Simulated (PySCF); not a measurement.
**r²SCAN beside CCSD(T) along the third period: bonds to Te**

r²SCAN and CCSD(T) in PySCF with x2c-SVPall on every atom, spin-free X2C, for the lowest determinant that a PBE0 search found; no spin–orbit coupling.

| molecule | state (unpaired electrons) | r²SCAN Re (Å) | r²SCAN ωe (cm⁻¹) | r²SCAN De (eV) | CCSD(T) Re (Å) | CCSD(T) ωe (cm⁻¹) | CCSD(T) De (eV) |
| --- | --- | --- | --- | --- | --- | --- | --- |
| AlTe | doublet (σ ↑) | 2.362 | 416 | 3.33 | 2.380 | 407 | 2.81 |
| SiTe | singlet (closed shell) | 2.283 | 491 | 4.67 | 2.298 | 479 | 4.28 |
| TeP | doublet (π ↑) | 2.256 | 478 | 3.03 | 2.286 | 446 | 2.35 |
| TeS | triplet (π ↑↑) | 2.258 | 469 | 3.64 | ? | ? | ? |
| TeCl | doublet (π ↑) | 2.362 | 375 | 2.65 | 2.382 | 364 | 2.07 |

Question: Estimate the CCSD(T) values of TeS by adding the mean shift from r²SCAN to CCSD(T) of the other rows, and compare with the calculation.

Answer: The mean shifts are +2.1 pm, -16 cm⁻¹ and -0.54 eV, which give 2.279 Å, 453 cm⁻¹ and 3.10 eV. CCSD(T)/x2c-SVPall gives Re = 2.275 Å, ωe = 450 cm⁻¹, De = 2.80 eV.

Question: What are the mean differences of r²SCAN from CCSD(T) over the whole series?

Answer: Re -2.0 pm, ωe +17 cm⁻¹, De +0.60 eV.

In a basis of this size CCSD(T) is itself not converged; it tends to give bonds that are too long and too weak.

Correlated steps freeze 23 core orbitals. Correlated levels converge slowly with the basis: in double zeta they bind strong bonds too weakly, by up to about 1 eV, and carry superposition errors of some tenths. These are scalar-relativistic numbers at best; spin–orbit coupling would shift them, the dissociation energy most. Where the molecule has an RHF reference, its open-shell atoms are computed with UHF. The CCSD T1 diagnostic is raised in SiTe, a sign that a single reference may not be enough there. States were picked by a PBE0 search and need not be the measured ground states.
